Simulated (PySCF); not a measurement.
Bonds broken one at a time in the series Ga SiH3-H. All species are isolated molecules in the gas phase. Strings in code marks are SMILES.

The numbers are results of PBE-D3(BJ)/def2-TZVP // r2SCAN-D4/def2-TZVP in PySCF, not measurements. All candidates: neutral, multiplicity 1. 

```json
{
 "LUMO": "-2.94 eV",
 "HOMO": "-6.59 eV",
 "HOMO–LUMO gap": "3.65 eV"
}
```

Identify which member has these values.
A) `[SiH3][GaH2]`
B) `[SiH3][Ga]([SiH3])[SiH3]`
C) `[SiH3][GaH][SiH3]`
D) `[GaH3]`

A, `[SiH3][GaH2]`. The others give `[GaH3]`: -2.65 eV, -7.35 eV, 4.71 eV; `[SiH3][Ga]([SiH3])[SiH3]`: -3.38 eV, -6.30 eV, 2.93 eV; `[SiH3][GaH][SiH3]`: -3.19 eV, -6.30 eV, 3.11 eV
